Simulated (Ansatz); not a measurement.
Reactions of C$_{2}$H$_{9}$InSi (`[CH3][InH][CH2][SiH3]`).

Computed with Ansatz on PBE0-D4/def2-TZVP structures; ΔE is electronic, products minus reactants. CBS: MP2 limit from def2 TZ/QZ plus the TZ coupled-cluster correction, frozen cores. This one scheme is used for every species. Functionals use def2-TZVPP. def2 core potentials past Kr. For In, Mg outer-core shells are correlated without core-valence functions, which leaves a few kJ/mol of doubt a bond. Each species was taken in one conformer, which may not be the lowest.

```
                                                                                    reaction  ωB97X-V (eV)  CCSD(T)/CBS(def2) (eV)
                  `[CH3][InH][CH2][SiH3]` + `CS[SiH2]O` → `CO[SiH2]SC` + `[SiH3][CH2][InH2]`          0.71                    0.86
                                `[CH3][InH][CH2][SiH3]` + H₂S → `[CH3][InH][SH]` + `C[SiH3]`         -1.20                   -1.16
                            `[CH3][InH][CH2][SiH3]` + `C=CS` → `C=CSC[SiH3]` + `[CH3][InH2]`          0.40                    0.51
`[CH3][InH][CH2][SiH3]` + `[OH][Mg][O][SiH3]` → `[SiH3][O][Mg][O][SiH3]` + `[CH3][InH][CH3]`         -1.12                   -1.14
```

Largest T1 diagnostic: 0.013, for `[CH3][InH][SH]`.
